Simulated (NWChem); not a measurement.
All runs are NWChem calculations. System: 1,1-difluoroethane (C₂H₄F₂), charge 0, spin multiplicity 1, at a geometry optimised with PBE0/def2-SVP. Level: PBE/pcseg-2.

NWChem printed:

```
             Northwest Computational Chemistry Package (NWChem) 7.3.0
             --------------------------------------------------------

                                NWChem Input Module
                                -------------------

 Scaling coordinates for geometry "geometry" by  1.889725989
 (inverse scale =  0.529177249)

 Turning off AUTOSYM since
 SYMMETRY directive was detected!

                             Geometry "geometry" -> ""
                             -------------------------

 Output coordinates in angstroms (scale by  1.889725989 to convert to a.u.)

  No.       Tag          Charge          X              Y              Z
 ---- ---------------- ---------- -------------- -------------- --------------
    1 C                    6.0000    -0.27978000     1.33820300     0.00000000
    2 C                    6.0000    -0.31896500    -0.16160100     0.00000000
    3 F                    9.0000     0.31850300    -0.64563200    -1.09221500
    4 F                    9.0000     0.31850300    -0.64563200     1.09221500
    5 H                    1.0000     0.76791300     1.67121300     0.00000000
    6 H                    1.0000    -0.78168600     1.73153100    -0.89447600
    7 H                    1.0000    -0.78168600     1.73153100     0.89447600
    8 H                    1.0000    -1.34513000    -0.57250300     0.00000000

 Effective nuclear repulsion energy (a.u.)     132.8145412840

            Nuclear Dipole moment (a.u.)
            ----------------------------
        X                 Y               Z
 ---------------- ---------------- ----------------
    -0.0000094486     0.0000151178     0.0000000000

      Symmetry information
      --------------------

 Group name             Cs
 Group number              2
 Group order               2
 No. of unique centers     6

      Symmetry unique atoms

     1    2    3    5    6    8


 Summary of "ao basis" -> "" (spherical)
 ------------------------------------------------------------------------------
       Tag                 Description            Shells   Functions and Types
 ---------------- ------------------------------  ------  ---------------------
 *                          pcseg-2                   on all atoms

  pbe96 is a nonlocal functional; adding pw91lda local functional.

                                 NWChem DFT Module
                                 -----------------

 Summary of "ao basis" -> "ao basis" (spherical)
[...]
 Vector   16  Occ=2.000000D+00  E=-3.362854D-01  Symmetry=a"
              MO Center=  1.4D-01, -2.0D-01, -2.4D-14, r^2= 2.5D+00
   Bfn.  Coefficient  Atom+Function         Bfn.  Coefficient  Atom+Function
  ----- ------------  ---------------      ----- ------------  ---------------
    67     -0.240316  3 F  pz                97     -0.240316  4 F  pz
    66      0.222055  3 F  py                96     -0.222055  4 F  py
    70     -0.200272  3 F  pz               100     -0.200272  4 F  pz
    69      0.182297  3 F  py                99     -0.182297  4 F  py
     7      0.155553  1 C  pz                65     -0.120400  3 F  px

 Vector   17  Occ=2.000000D+00  E=-2.903400D-01  Symmetry=a'
              MO Center= -1.4D-01, -1.8D-01, -1.8D-14, r^2= 2.2D+00
   Bfn.  Coefficient  Atom+Function         Bfn.  Coefficient  Atom+Function
  ----- ------------  ---------------      ----- ------------  ---------------
   164      0.227682  8 H  s                 66      0.224602  3 F  py
    96      0.224602  4 F  py                 6      0.203906  1 C  py
    36     -0.187878  2 C  py                69      0.184242  3 F  py
    99      0.184242  4 F  py               163      0.172945  8 H  s
    65      0.170397  3 F  px                95      0.170397  4 F  px

 Vector   18  Occ=0.000000D+00  E= 1.645915D-03  Symmetry=a'
              MO Center= -1.2D+00,  1.0D+00,  1.4D-14, r^2= 6.8D+00
   Bfn.  Coefficient  Atom+Function         Bfn.  Coefficient  Atom+Function
  ----- ------------  ---------------      ----- ------------  ---------------
     4      1.804655  1 C  s                165     -1.237627  8 H  s
    34      1.037780  2 C  s                137     -1.040521  6 H  s
   151     -1.040521  7 H  s                123     -0.505293  5 H  s
    41     -0.498984  2 C  px                12      0.406871  1 C  py
     2      0.154777  1 C  s                 35     -0.136981  2 C  px

 Vector   19  Occ=0.000000D+00  E= 2.690418D-02  Symmetry=a'
              MO Center= -4.2D-01,  6.5D-01,  3.5D-14, r^2= 8.5D+00
   Bfn.  Coefficient  Atom+Function         Bfn.  Coefficient  Atom+Function
  ----- ------------  ---------------      ----- ------------  ---------------
     4      2.442108  1 C  s                 34     -2.241445  2 C  s
   165      1.887069  8 H  s                123     -1.544222  5 H  s
    41      0.635957  2 C  px               137     -0.360602  6 H  s
   151     -0.360602  7 H  s                 12     -0.284577  1 C  py
    11      0.266934  1 C  px                42     -0.203406  2 C  py

 Vector   20  Occ=0.000000D+00  E= 5.253219D-02  Symmetry=a"
              MO Center= -1.1D+00,  1.8D+00, -4.3D-14, r^2= 5.6D+00
   Bfn.  Coefficient  Atom+Function         Bfn.  Coefficient  Atom+Function
  ----- ------------  ---------------      ----- ------------  ---------------
   137      2.349686  6 H  s                151     -2.349686  7 H  s
    13      1.321359  1 C  pz                 7      0.228016  1 C  pz
    40      0.201363  2 C  pz                37      0.125284  2 C  pz
   136     -0.099800  6 H  s                150      0.099800  7 H  s
    64      0.088023  3 F  s                 94     -0.088023  4 F  s

 center of mass
 --------------
 x =   0.07898600 y =  -0.16643284 z =   0.00000000

 moments of inertia (a.u.)
 ------------------
         333.030609918502          43.222121970394           0.000000000000
          43.222121970394         201.726595310463           0.000000000000
           0.000000000000           0.000000000000         199.503147566688

     Multipole analysis of the density
     ---------------------------------

     L   x y z        total         alpha         beta         nuclear
     -   - - -        -----         -----         ----         -------
     0   0 0 0     -0.000000    -17.000000    -17.000000     34.000000

     1   1 0 0     -0.557243     -0.278617     -0.278617     -0.000009
     1   0 1 0      0.595594      0.297789      0.297789      0.000015
     1   0 0 1      0.000000      0.000000      0.000000      0.000000

     2   2 0 0    -16.586942    -19.948031    -19.948031     23.309119
     2   1 1 0      0.533032     11.501401     11.501401    -22.469770
     2   1 0 1     -0.000000     -0.000000     -0.000000      0.000000
     2   0 2 0    -16.977068    -57.629337    -57.629337     98.281607
     2   0 1 1     -0.000000     -0.000000     -0.000000      0.000000
     2   0 0 2    -18.939905    -50.667499    -50.667499     82.395094

 Task  times  cpu:       10.1s     wall:       10.1s

 Total times  cpu:       10.1s     wall:       10.1s
```

**Question.** Write an NWChem input that would produce this output.

**Answer.** One answer among several that fit: 
```
start mol
memory heap 200 mb stack 900 mb global 1100 mb
geometry units angstroms nocenter noautoz
  C     -0.279780     1.338203     0.000000
  C     -0.318965    -0.161601     0.000000
  F      0.318503    -0.645632    -1.092215
  F      0.318503    -0.645632     1.092215
  H      0.767913     1.671213     0.000000
  H     -0.781686     1.731531    -0.894476
  H     -0.781686     1.731531     0.894476
  H     -1.345130    -0.572503     0.000000
  symmetry group Cs
end
basis spherical
  * library pcseg-2
end
dft
  xc xpbe96 cpbe96
  semidirect memsize 60000000 filesize 0
  iterations 100
end
task dft energy
```
